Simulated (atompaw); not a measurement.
Reading a pseudo-wave (bromine)

Columns: radius, all-electron u(r) and pseudo u(r) of the 4s shell (level -20.32 eV) of bromine in the configuration [Ar] 3d10 4s2 4p5; LDA (PW92), scalar-relativistic, PAW (atompaw) scheme, atompaw 4.2.0.5.

| r (bohr) | all-electron | pseudo |
| --- | --- | --- |
| 0.075 | 0.1251 | 0.1050 |
| 0.150 | 0.2493 | 0.2085 |
| 0.225 | -0.0035 | 0.3092 |
| 0.300 | -0.2751 | 0.4056 |
| 0.375 | -0.4165 | 0.4967 |
| 0.450 | -0.4191 | 0.5811 |
| 0.525 | -0.3221 | 0.6581 |
| 0.600 | -0.1687 | 0.7269 |
| 0.675 | 0.0073 | 0.7868 |
| 0.750 | 0.1833 | 0.8376 |
| 0.825 | 0.3457 | 0.8790 |
| 0.900 | 0.4872 | 0.9112 |
| 0.975 | 0.6049 | 0.9343 |
| 1.050 | 0.6984 | 0.9488 |
| 1.125 | 0.7693 | 0.9552 |
| 1.200 | 0.8195 | 0.9541 |
| 1.275 | 0.8516 | 0.9463 |
| 1.350 | 0.8683 | 0.9325 |
| 1.425 | 0.8720 | 0.9138 |
| 1.500 | 0.8652 | 0.8907 |
| 1.575 | 0.8497 | 0.8642 |
| 1.650 | 0.8277 | 0.8350 |
| 1.725 | 0.8005 | 0.8036 |
| 1.800 | 0.7697 | 0.7706 |
| 1.875 | 0.7362 | 0.7364 |
| 1.950 | 0.7011 | 0.7011 |

Q: How many radial nodes do the two functions have?

A: The all-electron 4s function has n − l − 1 = 3 (the table is too coarse to show those close to the nucleus); the pseudo-wave has 0, since the states of the same l below it are removed with the core.

Q: Is the pseudo-wave norm-conserving?

A: No, it belongs to a PAW set: the norm inside the radius is not constrained, and the difference is carried by the augmentation charge.
